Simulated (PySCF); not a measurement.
In(H)2(NCO) (CH2InNO), SMILES O=C=[N][InH2].

Geometry optimised at B3LYP-D3(BJ)/def2-SVP. The def2 effective core potentials stand for the cores of In; spin–orbit coupling is left out.

Method: PySCF with PBE/def2-TZVPD.

Gas-phase values at a fixed geometry.

* **total energy**: -359.31252 hartree
* **point group**: Cs
* **highest occupied level**: -6.47 eV
* **lowest empty level**: -2.90 eV
* **orbital gap**: 3.57 eV
* **dipole moment**: 4.25 D
* **quadrupole, principal values (traceless, Buckingham form, about the centre of nuclear charge)**: -12.37, 2.29, 10.08 D·Å
* **mean static polarisability**: 63.3 bohr³ (9.38 Å³)
* **polarisability, principal values**: 41.5, 55.8, 92.7 bohr³
